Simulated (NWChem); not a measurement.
System: SiN2H5Cl; SMILES [SiH](Cl)(N)N

Here is an NWChem input.

```
start job
memory heap 200 mb stack 900 mb global 1100 mb
geometry units angstroms noautosym nocenter noautoz
  Si     0.022121    -0.400769     0.376847
  N     -1.487397    -0.957946    -0.210241
  N      1.242596    -1.368231    -0.328099
  Cl     0.027592     1.627262    -0.131565
  H      0.290509    -0.418244     1.841352
  H     -2.290508    -0.341882    -0.235548
  H     -1.748447    -1.932623    -0.117502
  H      1.261092    -1.516767    -1.331197
  H      2.172435    -1.394183     0.074141
end
basis spherical
  Si library cc-pvtz
  N library cc-pvtz
  Cl library cc-pvtz
  H library cc-pvtz
end
dft
  xc xpbe96 cpbe96
  iterations 150
  semidirect filesize 400000000
end
property
  efieldgrad
end
task dft property
```

Excerpt of the output:

```
             Northwest Computational Chemistry Package (NWChem) 7.3.0
             --------------------------------------------------------

                             Geometry "geometry" -> ""
                             -------------------------

 Output coordinates in angstroms (scale by  1.889725989 to convert to a.u.)

  No.       Tag          Charge          X              Y              Z
 ---- ---------------- ---------- -------------- -------------- --------------
    1 Si                  14.0000     0.02212100    -0.40076900     0.37684700
    2 N                    7.0000    -1.48739700    -0.95794600    -0.21024100
    3 N                    7.0000     1.24259600    -1.36823100    -0.32809900
    4 Cl                  17.0000     0.02759200     1.62726200    -0.13156500
    5 H                    1.0000     0.29050900    -0.41824400     1.84135200
    6 H                    1.0000    -2.29050800    -0.34188200    -0.23554800
    7 H                    1.0000    -1.74844700    -1.93262300    -0.11750200
    8 H                    1.0000     1.26109200    -1.51676700    -1.33119700
    9 H                    1.0000     2.17243500    -1.39418300     0.07414100

 Effective nuclear repulsion energy (a.u.)     225.0676891086

  pbe96 is a nonlocal functional; adding pw91lda local functional.
                              NWChem Property Module
                              ----------------------

  itol2e modified to match energy
  convergence criterion.

                                 NWChem DFT Module
                                 -----------------

 Summary of "ao basis" -> "ao basis" (spherical)
 ------------------------------------------------------------------------------
       Tag                 Description            Shells   Functions and Types
 ---------------- ------------------------------  ------  ---------------------
 Si                         cc-pvtz                 12       34   5s4p2d1f
 N                          cc-pvtz                 10       30   4s3p2d1f
 Cl                         cc-pvtz                 12       34   5s4p2d1f
 H                          cc-pvtz                  6       14   3s2p1d

  itol2e modified to match energy
  convergence criterion.

            General Information
            -------------------
          SCF calculation type: DFT
          Wavefunction type:  closed shell.
          No. of atoms     :     9
          No. of electrons :    50
           Alpha electrons :    25
            Beta electrons :    25
          Charge           :     0
          Spin multiplicity:     1
          Use of symmetry is: off; symmetry adaption is: off
          Maximum number of iterations: 150
          AO basis - number of functions:   198
                     number of shells:    74
          Convergence on energy requested:  1.00D-07
          Convergence on density requested:  1.00D-05
          Convergence on gradient requested:  5.00D-04

              XC Information
              --------------
          PerdewBurkeErnzerhof Exchange Functional  1.000
            Perdew 1991 LDA Correlation Functional  1.000 local
           PerdewBurkeErnz. Correlation Functional  1.000 non-local

             Grid Information
             ----------------
          Grid used for XC integration:  fine
          Radial quadrature: Mura-Knowles
          Angular quadrature: Lebedev.
          Tag              B.-S. Rad. Rad. Pts. Rad. Cut. Ang. Pts.
          ---              ---------- --------- --------- ---------
          Si                  1.10      123           9.0       770
          N                   0.65       70          11.0       590
          Cl                  1.00      123          11.0       770
          H                   0.35       60          12.0       590
          Grid pruning is: on
          Number of quadrature shells:   686
          Spatial weights used:  Erf1

      Superposition of Atomic Density Guess
      -------------------------------------

 Sum of atomic energies:        -859.44565337

[...]

          -----------------------
          Electric field gradient
          -----------------------

 1 a.u. = 0.324123 10**(16) esu/cm**3  ( or statvolts/cm**2 ) = 0.97174 10**(22) v/m**2

 ------------------------------------------------------------
   Atom      X         Y         Z
 ------------------------------------------------------------
    1 Si   0.04180  -0.75734   0.71214
 ------------------------------------------------------------

 Electric field gradient in molecular frame (a.u.)
         XX             YY             ZZ             XY             XZ             YZ
 ------------------------------------------------------------------------------------------
        0.225469      -0.490740       0.265271      -0.052286       0.085667       0.240824

 Principal components (a.u.) and orientation
 of principal axis w.r.t. absolute frame                      Asymmetry parameter eta
 --------------------------------------------------------------------------------------
       -0.567915       0.368748       0.199167                       0.298603

        0.093670       0.441351       0.892432
        0.953841       0.217109      -0.207486
       -0.285330       0.870674      -0.400642

 ------------------------------------------------------------
   Atom      X         Y         Z
 ------------------------------------------------------------
    2 N   -2.81077  -1.81026  -0.39730
 ------------------------------------------------------------

 Electric field gradient in molecular frame (a.u.)
         XX             YY             ZZ             XY             XZ             YZ
 ------------------------------------------------------------------------------------------
       -0.289769      -0.533364       0.823133       0.067029      -0.227081       0.024065

 Principal components (a.u.) and orientation
 of principal axis w.r.t. absolute frame                      Asymmetry parameter eta
 --------------------------------------------------------------------------------------
        0.867766      -0.555825      -0.311941                       0.281048

       -0.192074      -0.295871       0.935718
        0.007666       0.952989       0.302906
        0.981351      -0.065354       0.180776

 ------------------------------------------------------------
   Atom      X         Y         Z
 ------------------------------------------------------------
    3 N    2.34817  -2.58558  -0.62002
 ------------------------------------------------------------

 Electric field gradient in molecular frame (a.u.)
         XX             YY             ZZ             XY             XZ             YZ
 ------------------------------------------------------------------------------------------
       -0.257805       0.637542      -0.379737       0.279064      -0.217687      -0.290898

 Principal components (a.u.) and orientation
 of principal axis w.r.t. absolute frame                      Asymmetry parameter eta
 --------------------------------------------------------------------------------------
        0.815085      -0.549579      -0.265505                       0.348521

        0.294056       0.549374       0.782125
        0.914969       0.074788      -0.396533
       -0.276338       0.832223      -0.480668

 ------------------------------------------------------------
   Atom      X         Y         Z
 ------------------------------------------------------------
    4 Cl   0.05214   3.07508  -0.24862
 ------------------------------------------------------------

 Electric field gradient in molecular frame (a.u.)
         XX             YY             ZZ             XY             XZ             YZ
 ------------------------------------------------------------------------------------------
        0.830749      -1.610932       0.780184      -0.009308       0.052366       0.642152

 Principal components (a.u.) and orientation
 of principal axis w.r.t. absolute frame                      Asymmetry parameter eta
 --------------------------------------------------------------------------------------
       -1.772656       0.959963       0.812693                       0.083079

        0.008377       0.351903       0.935999
        0.969714       0.225632      -0.093509
       -0.244098       0.908435      -0.339355

 ------------------------------------------------------------
   Atom      X         Y         Z
 ------------------------------------------------------------
    5 H    0.54898  -0.79037   3.47965
 ------------------------------------------------------------

 Electric field gradient in molecular frame (a.u.)
         XX             YY             ZZ             XY             XZ             YZ
 ------------------------------------------------------------------------------------------
        0.061710       0.069575      -0.131285       0.001633      -0.035446       0.001961

 Principal components (a.u.) and orientation
 of principal axis w.r.t. absolute frame                      Asymmetry parameter eta
 --------------------------------------------------------------------------------------
       -0.137613       0.070299       0.067314                       0.021690

        0.175160       0.478404       0.860493
       -0.010696       0.874878      -0.484224
        0.984482      -0.075613      -0.158361

 ------------------------------------------------------------
   Atom      X         Y         Z
 ------------------------------------------------------------
    6 H   -4.32843  -0.64606  -0.44512
 ------------------------------------------------------------

 Electric field gradient in molecular frame (a.u.)
         XX             YY             ZZ             XY             XZ             YZ
 ------------------------------------------------------------------------------------------
       -0.186820      -0.041963       0.228783       0.276805      -0.019171       0.008070

[...]
```

Level: PBE/cc-pVTZ. The geometry was optimised at PBE0/def2-SVP. NWChem prints the field gradient with the sign opposite to the second derivative of the potential.
